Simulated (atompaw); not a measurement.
# Logarithmic derivatives: Nb (Z = 41), PAW (atompaw)

Nb, PAW, made with atompaw 4.2.0.5 (LDA (PW92), scalar-relativistic). Core [Ar] 3d10, reference 4s2 4p6 4d4 5s0.75 5p0.25. Waves: 4s (bound): rc 2.05 bohr; 5s (bound): rc 2.95 bohr; 4p (bound): rc 2.10 bohr; 5p (bound): rc 2.95 bohr; 4d (bound): rc 2.95 bohr; 4d channel at 1.95 Ry: rc 2.95 bohr. Local part: troulliermartins scheme with l = 3 at -0.5 Ry, radius 2.05 bohr. Core correction: smooth core density matched at 2.50 bohr. Augmentation charge: besselshape compensation charge, radius 2.45 bohr; PAW radius 2.95 bohr; waves and projectors: custom polynom vanderbiltortho.

The phase is arctan(r·u′/u) with u = r·R(r), unwrapped; energies in Ry, scanned from -6 to 5 Ry. A pole is an energy at which the radial function vanishes at the test radius. The pseudo phase is shifted by a multiple of π to meet the all-electron one at the reference energy, and phase errors are pseudo minus all-electron; the curves can meet again beyond the range given. Levels narrower than the energy grid can be missing from the lists of poles.

```
channel  radius (bohr)  reference energy (Ry)  poles, all-electron      poles, pseudo  unbroken range about the reference energy with phases within 0.05 rad  phase error 1 Ry above the reference energy (rad)
      s           2.97                  -0.32          -4.29, 1.62  -4.29, 1.38, 4.13                                                              below 1.7                                             -0.015
      p           2.97                  -0.10          -2.52, 2.63        -2.52, 1.95                                                              below 0.8                                             -0.051
      d           2.97                  -0.26           0.11, 4.55         0.11, 4.52                                                        the whole range                                             -0.000
```

Phases in the d channel:

| E (Ry) | all-electron | pseudo |
| --- | --- | --- |
| -6.00 | 1.432 | 1.432 |
| -5.52 | 1.426 | 1.426 |
| -5.04 | 1.419 | 1.419 |
| -4.56 | 1.411 | 1.411 |
| -4.08 | 1.402 | 1.402 |
| -3.60 | 1.391 | 1.391 |
| -3.12 | 1.376 | 1.376 |
| -2.64 | 1.358 | 1.358 |
| -2.16 | 1.332 | 1.332 |
| -1.68 | 1.293 | 1.293 |
| -1.20 | 1.221 | 1.221 |
| -0.72 | 1.000 | 1.000 |
| -0.24 | -1.000 | -1.000 |
| 0.24 | -1.638 | -1.639 |
| 0.72 | -1.802 | -1.802 |
| 1.20 | -1.981 | -1.982 |
| 1.68 | -2.413 | -2.414 |
| 2.16 | -3.655 | -3.656 |
| 2.64 | -4.314 | -4.314 |
| 3.12 | -4.515 | -4.516 |
| 3.60 | -4.610 | -4.612 |
| 4.08 | -4.669 | -4.671 |
| 4.56 | -4.713 | -4.716 |
